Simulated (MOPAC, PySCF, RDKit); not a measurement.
Noncovalent pair: H2S (SMILES S) (first 3 atoms) with CH3F (SMILES CF); geometry from B3LYP-D3(BJ)/def2-TZVP, rigid monomers moved along the line of their centres of mass till H3···F5 is 3.18 Å.
(charge 0, multiplicity 1):
```xyz
8

S     -1.01864     0.17603    -0.21559
H      0.06165     0.84854    -0.64360
H     -0.30104    -0.53718     0.66929
C      0.29852     0.20907     4.35335
F      0.83696    -0.85256     3.62302
H      1.11947     0.78325     4.78292
H     -0.28948     0.82889     3.67669
H     -0.33233    -0.20001     5.14250
```

Monomers are frozen at their geometry in the pair; levels with a basis set take the counterpoise correction. Rows marked so take none.

Rows in 3-21G carry no dispersion term and start afresh at each structure. The state that PM3 reach isn't checked.

Run with MOPAC for PM3 (differences of heats of formation); PySCF for 3-21G rows; RDKit for the force fields. Values without a source in brackets are computed.

Problem. One of these levels gives -3.7 kJ/mol for the interaction energy. Which one is it?
A. MMFF94
B. HF/3-21G (no counterpoise)
C. PM3

Solution. A, MMFF94. The others give -1.7 (PM3), -5.1 (HF/3-21G (no counterpoise))
